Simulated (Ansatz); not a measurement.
`[NH2][Ga]([F])[GeH3]`, charge 0, multiplicity 1.

(1) Give a relaxed structure at PBE0-D4/def2-TZVP (Ansatz 0.2.0). (An estimate is asked.)

Answers

(1) Computed: 
Z-matrix (Å, degrees):
```
Ge
Ga 1 2.417
H 1 1.536 2 110.2
H 1 1.537 2 110.7 3 120.1
H 1 1.536 2 110.2 3 -119.8
F 2 1.765 1 118.7 3 59.5
N 2 1.805 1 130.0 3 -120.5
H 7 1.005 2 124.6 1 0.1
H 7 1.006 2 122.7 1 179.9
```
Point group Cs.
This is one stationary point; other conformers may exist.
